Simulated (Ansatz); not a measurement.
Geometry optimisation, RKS PBE/6-31G* in Ansatz.

Input:

```yaml
crystal:
  periodic: [false, false, false]
  atoms:
    - { symbol: Si, position_ang: [-1.8071, 0.9243, 1.4537] }
    - { symbol: S, position_ang: [0.1734, 0.2809, 1.2833] }
    - { symbol: C, position_ang: [0.3278, -0.2184, -0.3772] }
    - { symbol: C, position_ang: [1.6009, -0.6975, -0.8084] }
    - { symbol: S, position_ang: [1.7339, -1.2241, -2.4629] }
    - { symbol: H, position_ang: [-2.1148, 1.4424, 2.8283] }
    - { symbol: H, position_ang: [-2.0303, 2.0875, 0.4883] }
    - { symbol: H, position_ang: [-2.7256, -0.1333, 1.0826] }
    - { symbol: H, position_ang: [-0.4815, -0.119, -0.9996] }
    - { symbol: H, position_ang: [2.3838, -0.7974, -0.1167] }
    - { symbol: H, position_ang: [3.0049, -1.6024, -2.3508] }
basis:
  gaussian: { orbitals: "6-31G*" }
hamiltonian:
  xc: pbe
relax:
  f_tol: 0.02
  max_steps: 50
output:
  orbitals: {}
```

Command:

```bash
$ ansatz run input.yaml --threads 2 --pin off --max-ram 3072MiB --backend cpu --events-out ev --progress --plain --runs-dir out
```

Where does it end, and by what steps?

It converged. After 47 steps the energy has fallen by 0.555 eV; H9 moved furthest, 1.23 Å.

```
step  energy less start (eV)  largest force component (eV/Å)  accepted
   0                  0.0000                           5.188       yes
   2                 -0.4596                           0.516       yes
   4                 -0.4730                           0.123       yes
   6                 -0.4888                           0.120       yes
   8                 -0.4981                           0.062       yes
  10                 -0.5070                           0.037       yes
  12                 -0.5087                           0.023       yes
  14                 -0.5111                           0.192       yes
  16                 -0.5154                           0.125       yes
  18                 -0.5177                           0.521        no
  20                 -0.5223                           0.304       yes
  22                 -0.5270                           0.100       yes
  24                 -0.5273                           0.429        no
  26                 -0.5312                           0.028       yes
  28                 -0.5333                           0.094       yes
  30                 -0.5347                           0.149       yes
  32                 -0.5359                           0.137       yes
  34                 -0.5371                           0.044       yes
  36                 -0.5377                           0.090       yes
  38                 -0.5389                           0.080       yes
  40                 -0.5492                           0.033       yes
  42                 -0.5468                           0.475        no
  44                 -0.5539                           0.095       yes
  46                 -0.5547                           0.026       yes
  47                 -0.5549                           0.015       yes
```

```xyz
11
Properties=species:S:1:pos:R:3
Si -1.782 0.719 1.382
S 0.376 0.857 1.301
C 0.614 0.354 -0.397
C 1.473 -0.634 -0.722
S 1.964 -0.927 -2.402
H -2.186 1.313 2.696
H -2.388 1.500 0.252
H -2.262 -0.699 1.293
H 0.105 0.949 -1.167
H 1.976 -1.223 0.053
H 2.176 -2.264 -2.270
```

Whether the end is a true minimum wasn't checked by a vibrational analysis.

Time of the run: 3.3 min on 2 threads of Intel(R) Xeon(R) Platinum 8175M CPU @ 2.50GHz (Skylake/Cascade Lake), with other jobs on the host, peak memory 0.16 GiB.
